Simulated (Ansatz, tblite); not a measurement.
Cost and result up the ladder for Sr5O6 (11 atoms). Total charge 0; singlet. Geometry: PBE-D4/def2-SVP.

Cartesian coordinates in Å:
```
Sr -1.189 1.210 0.661
Sr 0.223 -1.967 1.228
Sr -1.417 -1.420 -1.750
Sr 1.601 1.746 2.685
Sr 1.658 -0.093 -1.334
O -0.549 0.865 -1.621
O 1.244 0.196 1.044
O -0.384 2.420 2.463
O -0.105 0.269 -2.925
O 0.670 -2.138 -0.999
O -1.753 -1.088 0.550
```

Ansatz on 4 threads of Arm Neoverse V1 on a shared host; xTB runs through tblite on one thread. Times are rough, summed over both states, and most runs start from the orbitals of an earlier one. No level here is sound enough to serve as a yardstick. The other state is a triplet at its own geometry.

In the def2 sets Sr takes a core potential; there is no spin–orbit coupling. The xTB rows come from tblite. LC-ωPBE has ω = 0.4 bohr⁻¹. The structure holds one bond between oxygen atoms, so isomers without such links may lie far lower. HOMO above LUMO, or a gap near zero within one spin, warns that the state may not be the lowest or that an electron is smeared out. The structure comes from a short search, and lower isomers may exist.

xTB has no spin-polarisation term.

```json
{"level": "GFN1-xTB", "functions": "69", "wall time": "0.053 s"}
{"level": "GFN2-xTB", "functions": "69", "wall time": "2.1 s"}
{"level": "PBE-D4/def2-TZVP", "functions": "351", "wall time": "37 s"}
{"level": "revPBE-D4/def2-TZVP", "functions": "351", "wall time": "45 s"}
{"level": "LC-ωPBE/def2-TZVP (with forces)", "functions": "351", "wall time": "99 s"}
```

(1) Estimate what each level gives for the triplet − singlet (eV).

Answers

(1) 
| level | triplet − singlet (eV) | remarks |
| --- | --- | --- |
| GFN1-xTB | 1.64 | – |
| GFN2-xTB | 0.05 | – |
| PBE-D4/def2-TZVP | 1.48 | gap within one spin near zero (triplet) |
| revPBE-D4/def2-TZVP | 1.44 | gap within one spin near zero (triplet) |
| LC-ωPBE/def2-TZVP (with forces) | 1.91 | – |
